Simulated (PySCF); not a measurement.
Level of theory: PySCF with PBE-D3(BJ)/def2-TZVP // PBE0-D3(BJ)/def2-TZVP. Isolated molecules, 0 K electronic values unless said otherwise. 

Reference species (SMILES): `[F][Sn]([F])([F])[F]` (neutral, multiplicity 1).

```yaml
LUMO: -4.61 eV
HOMO: -10.25 eV
```

Changed species: `[SnH4]` (whole molecule; the reference has whole molecule).

Problem. Give the shifts of the LUMO and HOMO.

Solution. the LUMO increases by 4.32 eV, to -0.29 eV; the HOMO increases by 2.32 eV, to -7.93 eV.
